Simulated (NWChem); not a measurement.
**Total energies of GeSe**

```
Ge
Se 1 2.1689
```
Charge 0, spin multiplicity 1.

The numbers come from NWChem runs, not from measurements. The geometry was optimised at PBE/def2-SVP, a minimum by its harmonic frequencies.

Basis set: 6-311G** (88 functions).

| method | total energy (Ha) |
|---|---|
| RHF | -4475.16302 |
| MP2 | -4475.65101 |
| B2PLYP | -4477.77403 |
| PBE | -4477.85699 |
| B3LYP | -4478.60548 |
| BLYP | -4478.63657 |
| CCSD(T) | -4475.66345 |

Total energies of different functionals aren't comparable as a measure of quality: only differences taken within one method are. 

The Hamiltonian is non-relativistic. The correlated methods keep 18 core orbitals frozen. B3LYP has NWChem's definition, with VWN1-RPA local correlation. The Pople sets run with spherical d functions. The structure started from a generated list of species. Coupled-cluster values serve here as a point of comparison, not as the truth.
